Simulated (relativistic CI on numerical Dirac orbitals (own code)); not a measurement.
## Hyperfine structure of W LXIV, mass number 183

Method of calculation: Dirac-Coulomb-Breit CI, orbitals from a KLI potential per configuration, model QED (radiative potential, 1s self-energy scaled to tabulated hydrogen-like ionisation energies), unscaled Slater integrals (own radial code, finite nucleus).

CI space (outside the closed core [Ne]): 3s, 3p, 3d, 4s, 4p, 4d, 4f, 5s, 5p, 5d, 5f, 5g, 6s, 6p, 6d. Levels of other configurations are missing.

Nuclear spin I = 1/2, μ = 0.11739 μN (tables of Stone and Pyykkö). The electronic factors are computed for point nuclear moments, without core polarisation or the Bohr-Weisskopf and QED corrections.

| Level | E (eV) | A (GHz) |
| --- | --- | --- |
| 3s ²S1/2 | 0.00 | 1449 |
| 3p ²P°1/2 | 159.80 | 471.9 |
| 3p ²P°3/2 | 533.60 | 52.74 |
| 3d ²D3/2 | 720.46 | 28.47 |
| 3d ²D5/2 | 805.39 | 11.32 |
| 4s ²S1/2 | 3251.81 | 593.5 |
| 4p ²P°1/2 | 3317.81 | 196.1 |
| 4p ²P°3/2 | 3470.85 | 22.22 |

Levels with J = 0, under 50 % of one LS term, or S terms without an open s electron are left out. Small factors come from cancelling terms and can be off by tens of per cent or more.

At this charge energies of transitions that change n are usually good to better than 1 %, and those within a shell (Δn = 0) to a few per cent.

**Question.** Give the hyperfine levels of 3s ²S1/2 relative to its centre of gravity.

**Answer.** With K = F(F + 1) − I(I + 1) − J(J + 1), E = AK/2: F = 0: -1086, F = 1: 362.1 GHz.
